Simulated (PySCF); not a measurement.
# Two-component Hartree-Fock for Ge¹⁸⁺ (germanium, charge +18)

Start: [Ne] 3s2 3p2; 3p1/2 filled at m_j = -1/2, +1/2. Calculated with PySCF 2.14 in an even-tempered Gaussian basis (19 s from 1.9 bohr⁻², ratio 2.4; 13 p from 2.4 bohr⁻², ratio 2.4; 5 d from 9.8 bohr⁻², ratio 2.6; 4 f from 15 bohr⁻², ratio 2.6): generalised Hartree-Fock with the X2C-1e Hamiltonian and a Gaussian nucleus; one run each with spin-orbit coupling (SO) switched off, then screened by Boettger's factors.

```csv
spinor shell,electrons,"ε, spin-free (eV)","ε, screened SO (eV)",weight of nominal j (screened SO),"rms radius, screened SO (bohr)"
1s1/2,2,-11888.4,-11887.6,1.000,0.0542
2s1/2,2,-2140.2,-2139.8,1.000,0.224
2p1/2,2,-1954.5,-1979.2,0.995,0.197
3s1/2,2,-750.73,-750.52,1.000,0.566
3p1/2,2,-702.03,-703.13,0.855,0.557
```

(1) Where does 2p3/2 lie, and what is the 2p spin-orbit splitting (screened SO)?

```tsv
quantity	spin-free	screened SO
E (hartree)	-1919.69559	-1919.94460
M_J	0	0
⟨J²⟩	2.002	0.561
⟨L²⟩	2.001	1.672
⟨S²⟩	2.001	1.661
```

The determinant has a definite M_J but mixes levels of different J.

Each row is a mean over spinors that exchange with the open shell spreads, by up to 13.726 eV (3s1/2).

Rows whose weight is well below 1 are mixtures of j = l ± 1/2: exchange outweighs spin-orbit coupling there, and the label is only the starting occupation.

Without spin-orbit coupling the j labels of p, d and f shells carry no meaning; the spin-free column gives the mean over the occupied spinors of each nl shell.

## Answers

(1) At -1941.9 eV, 37.246 eV above 2p1/2.
